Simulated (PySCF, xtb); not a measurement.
ClH₆NSSi₂, SMILES N[SiH2]S[SiH2]Cl. The values are those of a single conformer.

Harmonic wavenumbers (cm⁻¹) from GFN2-xTB run with xtb at its own minimum, in rising order: 29, 42, 95, 150, 191, 205, 388, 441, 475, 490, 512, 542, 570, 597, 692, 701, 756, 797, 818, 940, 1490, 2251, 2295, 2314, 2373, 3480, 3528.

Q: What does PBE-D3(BJ)/def2-SVP (PySCF) give at its own minimum? (An estimate is asked for; the answer gives what the named calculation found.)

A: 33, 53, 108, 176, 219, 268, 428, 459, 472, 499, 548, 562, 699, 737, 810, 831, 867, 875, 889, 903, 1496, 2156, 2187, 2200, 2206, 3482, 3578. Paired by order, the mean absolute difference is 60 cm⁻¹ and the zero-point energies are 38.8 and 39.7 kcal/mol.
